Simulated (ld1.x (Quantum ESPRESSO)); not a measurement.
Logarithmic derivatives: As (Z = 33), RRKJ

As (Z = 33), norm-conserving RRKJ (Kleinman–Bylander form), made with ld1.x (Quantum ESPRESSO) 7.5 (PBE, scalar-relativistic). Core [Ar], reference 3d10 4s2 4p3. Waves: 4s (bound): rc 1.35 bohr; 3d (bound): rc 1.00 bohr; 4p (bound): rc 1.95 bohr. Local part: the p channel. Core correction: Bessel-smoothed model core inside 0.95 bohr.

The phase is arctan(r·u′/u) with u = r·R(r), unwrapped; energies in Ry, scanned from -5 to 5 Ry. A pole is an energy at which the radial function vanishes at the test radius. The pseudo phase is shifted by a multiple of π to meet the all-electron one at the reference energy, and phase errors are pseudo minus all-electron; the curves can meet again beyond the range given. Levels narrower than the energy grid can be missing from the lists of poles.

Q: For each channel, where are the poles, and over which energies does the pseudopotential scatter like the atom?

A:

```csv
channel,radius (bohr),reference energy (Ry),"poles, all-electron","poles, pseudo",unbroken range about the reference energy with phases within 0.05 rad,phase error 1 Ry above the reference energy (rad)
s,2.14,-1.07,0.82,0.88,below 3.7,+0.003
p,2.14,-0.38,2.29,2.20,below 4.6,-0.003
d,2.14,-2.99,"-2.94, 4.82",-2.94,below -0.2,+0.008
```

Phases in the s channel:

| E (Ry) | all-electron | pseudo |
| --- | --- | --- |
| -5.00 | 1.310 | 1.311 |
| -4.74 | 1.298 | 1.299 |
| -4.48 | 1.285 | 1.286 |
| -4.22 | 1.269 | 1.270 |
| -3.96 | 1.251 | 1.252 |
| -3.70 | 1.229 | 1.230 |
| -3.44 | 1.201 | 1.203 |
| -3.18 | 1.167 | 1.169 |
| -2.92 | 1.123 | 1.125 |
| -2.66 | 1.062 | 1.065 |
| -2.40 | 0.976 | 0.979 |
| -2.14 | 0.845 | 0.848 |
| -1.88 | 0.628 | 0.631 |
| -1.62 | 0.257 | 0.260 |
| -1.36 | -0.275 | -0.274 |
| -1.10 | -0.757 | -0.757 |
| -0.84 | -1.058 | -1.058 |
| -0.58 | -1.236 | -1.235 |
| -0.32 | -1.348 | -1.346 |
| -0.06 | -1.424 | -1.422 |
| 0.20 | -1.480 | -1.477 |
| 0.46 | -1.523 | -1.519 |
| 0.72 | -1.558 | -1.553 |
| 0.98 | -1.588 | -1.582 |
| 1.24 | -1.614 | -1.607 |
| 1.50 | -1.638 | -1.629 |
| 1.76 | -1.660 | -1.649 |
| 2.02 | -1.681 | -1.668 |
| 2.28 | -1.702 | -1.687 |
| 2.54 | -1.724 | -1.705 |
| 2.80 | -1.746 | -1.723 |
| 3.06 | -1.771 | -1.742 |
| 3.32 | -1.798 | -1.762 |
| 3.58 | -1.828 | -1.784 |
| 3.84 | -1.863 | -1.808 |
| 4.10 | -1.906 | -1.834 |
| 4.36 | -1.959 | -1.864 |
| 4.62 | -2.027 | -1.899 |
| 4.88 | -2.119 | -1.940 |
